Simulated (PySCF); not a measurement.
## Shifts of the heteroatoms

Mapped SMILES: `[CH2:1]=[N:2][B:3]1[O:4][BH:5][O:6][BH:7][O:8]1`. Hydrogens are named by the atom that carries them. Ha(C1) is cis to B3; Hb(C1) is trans to B3.

Averaged over atoms made equivalent by symmetry, fast rotation or ring inversion, in vacuum, non-relativistic Hamiltonian, one conformer. Shieldings: GIAO PBE0/pcSseg-1; J couplings at B3LYP/pcJ-1 (spin–dipole term only in couplings to heteroatoms); coordinates at the PBE0-D3(BJ)/def2-SVP level; PySCF 2.14.

Question: Where does 15N resonate?

Answer: 
```csv
atoms,environment,σ (ppm),δ (ppm)
N2,imine nitrogen,-153.6,-9.8
```

Shieldings were converted by a linear fit to measured shifts: 15N: δ = -150.45 − 0.916σ (rms 7.2 ppm, 79 shifts vs CH3NO2, solution or neat liquid). Occasional misses reach two or three times the rms, and more in compound classes unlike the fitted ones. Couplings are scaled by factors fitted to measured values: 2J(H,H) × 0.91 (rms 0.6 Hz); all others are unscaled and can be 10–30 % off.

Couplings (the largest are listed; each averaged over equivalent pairs): 1J(N2,B3) = -48.5 Hz, 1J(C1,N2) = -24.1 Hz, 2J(N2,Hb(C1)) = -6.2 Hz, 2J(N2,O4) = 5.2 Hz, 2J(N2,Ha(C1)) = 3.7 Hz. Signs are for 15N, whose magnetogyric ratio is negative.

On a 600 MHz spectrometer 15N resonates near 60.8 MHz, so 1 ppm is 60.8 Hz.

Question: Predict the 17O NMR data.

Answer: 
```json
{"atoms": "O6", "environment": "oxygen bonded to 2 B, in a 6-membered ring", "σ (ppm)": "116.3", "δ (ppm)": "160.4"}
{"atoms": "O4/O8", "environment": "oxygen bonded to 2 B, in a 6-membered ring", "σ (ppm)": "146.4", "δ (ppm)": "133.5"}
```

Shieldings were converted by a linear fit to measured shifts: 17O (scatter 13.4 ppm rms, 14.2 ppm with the 1 outlier that the fit left out vs liquid water, solution or neat liquid). Occasional misses reach two or three times the rms, and more in compound classes unlike the fitted ones. Couplings are scaled by factors fitted to measured values: 2J(H,H) × 0.91 (rms 0.6 Hz); all others are unscaled and can be 10–30 % off.

Couplings (the largest are listed; each averaged over equivalent pairs; quadrupolar broadening usually hides them): 1J(B3,O4) = -12.7 Hz, 2J(O4,H(B5)) = -25.1 Hz, 2J(O6,H(B5)) = -24.1 Hz, 2J(N2,O4) = 5.2 Hz, 3J(B3,O6) = -3.6 Hz, 3J(O4,B7) = -2.6 Hz, 3J(C1,O4) = -1.5 Hz.

On a 300 MHz spectrometer 17O resonates near 40.7 MHz, so 1 ppm is 40.7 Hz.
